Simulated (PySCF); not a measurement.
K(I) anion (IK), SMILES [I][K] (connectivity only; charge and spin as stated), charge -1, multiplicity 2.

Coordinates come from a B3LYP-D3(BJ)/def2-TZVPD optimisation. The multiplicity is an assumed one; other spin states were not compared. The def2 effective core potentials stand for the cores of I; spin–orbit coupling is left out.

Method: PySCF with r2SCAN/def2-TZVPD.

Isolated molecule, no solvent. A positive occupied level means that this level leaves the electron formally unbound; only the finite basis holds it.

- total energy: -897.82247 hartree
- point group: C∞v
- α spin, highest occupied and lowest empty level: 0.64 and 1.74 eV
- β spin, highest occupied and lowest empty level: -1.70 and 1.08 eV
- dipole moment about the centre of nuclear charge: 6.05 D
- mean static polarisability: 602.2 bohr³ (89.24 Å³)
- polarisability, principal values: 441.2, 682.8, 682.8 bohr³
- ⟨S²⟩: 0.750 (pure state 0.75)
